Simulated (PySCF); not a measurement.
Simulation results for GeH4O2Si, AlGeH6Si, AlGeH5N, AlBGeH5O and others

All values are calculated (PySCF 2.14.0). Calculation on a computer-drawn molecule: optimised geometry and harmonic frequencies of an isolated molecule of the commonest isotopes, restricted reference for singlets and unrestricted otherwise, frozen core in MP2; on germanium a core potential holds 10 electrons, which the energies leave out, and 3d is frozen in MP2 and coupled-cluster steps.

Common to all runs: multiplicity 1; method HF; basis cc-pV(D+d)Z; basis and core potential on germanium cc-pVDZ-PP ECP10MDF.

(1) GeH4O2Si

Start structure:
```xyz
8
GeH4O2Si
O     -1.2555     0.2591    -2.0581
Si    -0.3234    -0.1461    -0.7165
O     -1.3582     0.4332     0.3776
Ge    -2.8404     1.1402     0.0568
H     -0.9585     0.0642    -2.9226
H     -2.7274     2.4100    -0.6734
H     -3.7998     0.1389    -0.5489
H     -3.3491     1.3761     1.4976
```

It was run with charge 0.

Results for GeH4O2Si: rotational constants 10.28, 1.767, 1.537 GHz; total energy -734.4506 hartree; convergence status largest gradient component 2.16e-05 hartree/bohr.

Drawn bonds:
```csv
atom,other atom,order
1,2,1
2,3,1
3,4,1
1,5,1
4,6,1
4,7,1
4,8,1
```

Optimised structure:
```xyz
8
GeH4O2Si
O     -1.0972     0.1697    -2.2218
Si    -0.2770    -0.1545    -0.8083
O     -1.3651     0.4125     0.2626
Ge    -2.9865     1.1802     0.2004
H     -0.6789    -0.0670    -3.0373
H     -2.8788     2.4913    -0.5726
H     -3.9609     0.2145    -0.4672
H     -3.3678     1.4289     1.6566
```

Modes:
```csv
frequency (cm⁻¹),reduced mass (dalton)
92.63,7.414
110.1,1.108
144.6,8.499
400.7,6.241
500.4,1.109
550.4,7.404
698.8,1.131
710.3,1.244
843.4,2.965
857.7,1.658
927.4,1.4
954.2,1.027
958.1,1.023
1058,3.164
2254,1.024
2255,1.024
2274,1.011
4159,1.067
```

(2) AlGeH6Si

Start structure:
```xyz
9
AlGeH6Si
Al    -2.5661     0.9216    -0.6435
Ge    -1.0276    -0.2079     0.7039
Si     0.4862    -2.2117     1.0474
H     -3.6385     1.5512    -1.6773
H     -1.9032     0.0634     1.9168
H     -0.2218     1.1723     0.8865
H      1.3800    -2.0773    -0.1401
H      1.1997    -1.9023     2.2912
H     -0.4247    -3.3274     1.0483
```

It was run with charge 1.

Results for AlGeH6Si: rotational constants 6.253, 1.901, 1.512 GHz; total energy -827.4688 hartree; convergence status largest gradient component 2.477e-05 hartree/bohr.

Drawn bonds:
```csv
atom,other atom,order
1,2,1
2,3,1
1,4,1
2,5,1
2,6,1
3,7,1
3,8,1
3,9,1
```

Optimised structure:
```xyz
9
AlGeH6Si
Al    -2.4207     0.5715    -0.7540
Ge    -0.8695     0.0977     1.2045
Si     0.3106    -1.9996     0.8914
H     -3.3761     0.8744    -1.9489
H     -1.8720     0.1501     2.3559
H     -0.0200     1.3672     1.1833
H      1.0715    -1.8709    -0.3641
H      1.1784    -2.1582     2.0689
H     -0.7183    -3.0504     0.7962
```

Modes:
```csv
frequency (cm⁻¹),reduced mass (dalton)
79.46,1.062
86.1,5.288
277,15.45
298.1,1.036
342.9,5.326
380.9,1.084
383.5,1.239
553.1,1.118
556.3,1.113
690.1,1.069
697.3,1.075
917.9,1.041
965,1.071
1009,1.038
1017,1.039
2092,1.046
2239,1.016
2243,1.024
2349,1.017
2362,1.053
2375,1.052
```

(3) AlGeH5N

Start structure:
```xyz
8
AlGeH5N
Al    -1.7712    -0.2283    -3.0187
N     -1.8247    -0.6402    -1.2229
Ge    -0.6439    -0.5854     0.2806
H     -1.5123     0.1823    -4.4463
H     -2.7964    -0.9147    -0.9395
H     -0.6444    -2.0459     0.7460
H      0.6283    -0.0559    -0.3072
H     -1.3138     0.3611     1.1632
```

Settings of this run: charge 1.

Results for AlGeH5N: rotational constants 30.05, 2.058, 1.975 GHz; total energy -592.4259 hartree; convergence status largest gradient component 3.317e-05 hartree/bohr.

Drawn bonds:
```csv
atom,other atom,order
1,2,1
2,3,1
1,4,1
2,5,1
3,6,1
3,7,1
3,8,1
```

Optimised structure:
```xyz
8
AlGeH5N
Al    -1.6965    -0.2216    -2.8906
N     -1.9408    -0.6315    -1.2551
Ge    -0.7030    -0.5859     0.2140
H     -1.4122     0.1629    -4.3539
H     -2.8527    -0.9526    -0.9590
H     -0.5751    -2.0105     0.7198
H      0.5727    -0.0742    -0.4507
H     -1.2709     0.3863     1.2308
```

Modes:
```csv
frequency (cm⁻¹),reduced mass (dalton)
125.9,1.344
129,3.846
415.2,1.363
439.7,1.305
456.6,1.06
531.7,2.534
683.5,1.167
689.8,1.433
917,1.285
944.6,1.023
956.3,1.022
1015,2.013
1168,1.351
2172,1.05
2255,1.02
2305,1.025
2307,1.014
3721,1.075
```

(4) AlBGeH5O

Start structure:
```xyz
9
AlBGeH5O
Al     0.8105    -0.7592    -2.6963
B      0.9903    -1.4772    -0.7662
O      1.2745    -0.5646     0.2395
Ge     1.1944    -1.3281     1.7837
H      0.7095    -1.9283    -3.8771
H      1.2551     0.5522    -3.2628
H      0.8878    -2.7111    -0.5606
H      0.9447    -0.7283     2.8283
H      0.6573    -2.7359     1.8770
```

Here we set charge 1.

It finds rotational constants 29.53, 0.9612, 0.9446 GHz; total energy -637.4820 hartree; convergence status largest gradient component 3.301e-05 hartree/bohr.

Drawn bonds:
```csv
atom,other atom,order
1,2,1
2,3,1
3,4,1
1,5,1
1,6,1
2,7,1
4,8,1
4,9,1
```

Optimised structure:
```xyz
9
AlBGeH5O
Al     0.9164    -0.7853    -2.8981
B      1.1629    -1.6765    -0.9227
O      0.7630    -0.9394     0.2380
Ge     0.8504    -1.4059     1.8707
H     -0.4450    -1.0341    -3.6454
H      2.1086     0.0696    -3.4652
H      1.6151    -2.7660    -0.6548
H      0.3370    -0.3773     2.8420
H      1.4157    -2.7656     2.2010
```

Modes:
```csv
frequency (cm⁻¹),reduced mass (dalton)
77.03,2.558
99.19,1.284
118.4,4.531
197.1,1.36
202.2,6.458
386.6,1.097
512.6,2.069
631.1,1.319
655.1,1.428
736,1.089
798.4,7.432
810.9,1.12
829,1.579
889.6,1.055
1105,5.831
1238,1.31
2020,1.023
2031,1.062
2340,1.014
2387,1.028
2627,1.089
```

(5) CH7AlGeSi

Start structure:
```xyz
11
CH7AlGeSi
Al     0.2881    -1.1438     2.0885
C     -0.1197     0.2771     0.8069
Si     0.4628     0.9387    -0.8132
Ge    -1.7182     1.1071     1.4410
H      0.9556    -0.8494     3.4511
H     -0.0146    -2.6083     1.8446
H      0.5577     2.4430    -0.8006
H      1.8113     0.3968    -1.0733
H     -0.4587     0.5891    -1.9306
H     -2.3365     0.7259     2.8166
H     -2.5292     2.2648     0.9479
```

It was run with charge 0.

The calculation gives: rotational constants 2.716, 1.933, 1.144 GHz; total energy -866.1226 hartree; convergence status largest gradient component 6.809e-06 hartree/bohr.

Drawn bonds:
```csv
atom,other atom,order
1,2,1
2,3,1
2,4,2
1,5,1
1,6,1
3,7,1
3,8,1
3,9,1
4,10,1
4,11,1
```

Optimised structure:
```xyz
11
CH7AlGeSi
Al     0.1896    -1.2385     1.8922
C     -0.3261     0.3418     0.9191
Si     0.3196     0.7812    -0.7691
Ge    -1.4934     1.4245     1.7146
H     -0.4325    -1.5013     3.3257
H      1.2212    -2.2677     1.2763
H     -0.2646     2.0590    -1.2563
H      1.7967     0.9338    -0.7622
H     -0.0044    -0.2718    -1.7648
H     -2.0836     1.1591     3.0938
H     -2.0241     2.7209     1.1096
```

Modes:
```csv
frequency (cm⁻¹),reduced mass (dalton)
112.7,1.045
138.2,4.142
168.6,4.831
177.3,1.359
217.3,1.9
378.5,1.018
405.1,9.325
524.4,1.173
590.9,1.197
593.4,1.1
647.2,1.172
688.2,1.289
742.5,1.238
845.6,1.06
959.6,1.338
969.9,2.549
1028,1.042
1041,1.059
1043,1.077
1068,7.135
1966,1.051
1981,1.032
2249,1.024
2267,1.017
2271,1.047
2276,1.05
2295,1.021
```

(6) CH7AlGeSi

Start structure:
```xyz
11
CH7AlGeSi
Al     1.6492    -2.7340    -0.8403
Ge     1.7113    -0.3844    -0.1456
C     -0.1885     0.0500    -0.1553
Si    -1.2473    -0.5439    -1.4368
H      2.8939    -3.7225    -1.1291
H      0.2715    -3.3621    -1.0008
H      2.5021     0.6431    -1.0160
H      2.1598     0.1070     1.2772
H     -0.6197     0.4267     0.7364
H     -2.7084    -0.4718    -1.5004
H     -0.7180    -1.1611    -2.7011
```

It was run with charge 0.

It finds rotational constants 3.582, 1.511, 1.076 GHz; total energy -866.1022 hartree; convergence status largest gradient component 1.087e-06 hartree/bohr.

Drawn bonds:
```csv
atom,other atom,order
1,2,1
2,3,1
3,4,2
1,5,1
1,6,1
2,7,1
2,8,1
3,9,1
4,10,1
4,11,1
```

Optimised structure:
```xyz
11
CH7AlGeSi
Al     1.9845    -2.8278    -1.0174
Ge     1.5386    -0.5271    -0.1149
C     -0.2337     0.2294    -0.4214
Si    -1.5532    -0.4588    -1.2304
H      3.4153    -3.4648    -0.7821
H      0.9092    -3.6774    -1.8108
H      2.5862     0.4487    -0.6960
H      1.8059    -0.5274     1.4070
H     -0.3784     1.2274    -0.0118
H     -2.8488     0.2225    -1.3948
H     -1.5195    -1.7976    -1.8393
```

Modes:
```csv
frequency (cm⁻¹),reduced mass (dalton)
42.05,1.243
72.6,1.496
95.6,5.456
190.5,3.922
294.4,1.143
323.3,9.809
380.2,1.214
451.6,1.24
508.1,2.409
594.3,1.21
611.2,1.162
707.8,1.292
728.4,1.04
784.6,1.25
837.6,1.139
855.8,1.107
962.2,1.03
1023,1.229
1040,1.179
1248,3.17
1973,1.047
1974,1.036
2135,1.023
2157,1.016
2360,1.037
2375,1.047
3294,1.086
```

(7) AlClGeH6Si

Start structure:
```xyz
10
AlClGeH6Si
Al    -0.7873     0.0086    -2.5707
Ge    -0.1974    -0.1067    -0.1717
Si     0.9050     0.9635     1.5861
Cl     1.2406     2.8034     1.0539
H      0.0425    -0.2504    -3.8319
H     -2.3141     0.2533    -2.7684
H     -1.6553     0.2346     0.0616
H     -0.2990    -1.5917     0.3075
H      0.0989     0.9466     2.8355
H      2.1944     0.3336     1.8734
```

It was run with charge 0.

It finds rotational constants 2.425, 1.561, 0.9862 GHz; total energy -1287.2784 hartree; convergence status largest gradient component 8.633e-06 hartree/bohr.

Drawn bonds:
```csv
atom,other atom,order
1,2,1
2,3,1
3,4,1
1,5,1
1,6,1
2,7,1
2,8,1
3,9,1
3,10,1
```

Optimised structure:
```xyz
10
AlClGeH6Si
Al    -0.5789     0.5020    -2.0743
Ge    -0.6826    -0.7660     0.0989
Si     0.6673     0.8641     1.2567
Cl     0.9974     2.2310    -0.3771
H      0.5316     0.1135    -3.1245
H     -1.7473     1.5023    -2.4225
H     -2.0291    -0.8816     0.8261
H      0.0170    -2.1285     0.1963
H      0.0317     1.6852     2.3041
H      2.0211     0.4728     1.6917
```

Modes:
```csv
frequency (cm⁻¹),reduced mass (dalton)
37.09,3.987
55.83,14.91
184.2,18.16
306.5,1.029
325.3,11.08
340.2,1.033
357.7,9.121
382.6,1.058
457.3,10.37
515.5,1.23
630.2,1.146
648.9,1.048
673.7,1.107
728.2,1.02
813.2,1.064
870.8,1.107
948,1.022
1023,1.058
1994,1.023
2000,1.062
2195,1.024
2202,1.016
2338,1.03
2347,1.054
```

(8) AlGe2H9Si

Start structure:
```xyz
13
AlGe2H9Si
Al    -1.8872    -2.1028    -0.1315
Ge     0.1169    -0.9303    -0.8402
Si     1.2635     1.1595    -0.8257
Ge    -0.2236     2.9236    -0.9692
H     -2.8145    -2.6119    -1.3482
H     -2.4096    -2.6710     1.1966
H     -0.5584    -0.9538    -2.1611
H      1.1837    -1.9284    -1.0737
H      2.0567     1.2612     0.4155
H      2.2528     1.1670    -1.9121
H     -0.9214     3.0869    -2.2843
H     -1.3714     2.9152    -0.0158
H      0.3555     4.3483    -0.7859
```

Here we set charge 0.

It finds rotational constants 2.398, 0.6099, 0.5246 GHz; total energy -1122.8400 hartree; convergence status largest gradient component 1.427e-06 hartree/bohr.

Drawn bonds:
```csv
atom,other atom,order
1,2,1
2,3,1
3,4,1
1,5,1
1,6,1
2,7,1
2,8,1
3,9,1
3,10,1
4,11,1
4,12,1
4,13,1
```

Optimised structure:
```xyz
13
AlGe2H9Si
Al    -1.8017    -1.8012    -0.0578
Ge     0.1961    -1.1068    -1.4028
Si     1.1444     1.0060    -0.7118
Ge    -0.4000     2.8236    -1.0467
H     -3.2656    -1.5556    -0.6010
H     -1.6004    -2.4718     1.3598
H     -0.1458    -0.9778    -2.8983
H      1.3185    -2.1563    -1.2949
H      1.4805     0.9430     0.7338
H      2.3929     1.2854    -1.4634
H     -0.7433     2.9827    -2.5325
H     -1.7067     2.5432    -0.2870
H      0.1742     4.1492    -0.5331
```

Modes:
```csv
frequency (cm⁻¹),reduced mass (dalton)
22.65,2.499
34.44,1.274
62.61,3.765
89.39,1.888
103.8,1.945
293.2,2.412
313.4,1.663
332.2,4.581
364.2,1.096
394.9,6.631
436.3,1.109
496,1.13
528.1,1.183
586.3,1.179
661.8,1.102
675.1,1.075
734.8,1.05
797.1,1.108
843.6,1.067
900.2,1.047
946.5,1.022
965.9,1.018
967.1,1.018
1014,1.048
1984,1.026
1987,1.058
2168,1.023
2176,1.017
2191,1.022
2209,1.023
2219,1.014
2285,1.037
2295,1.044
```
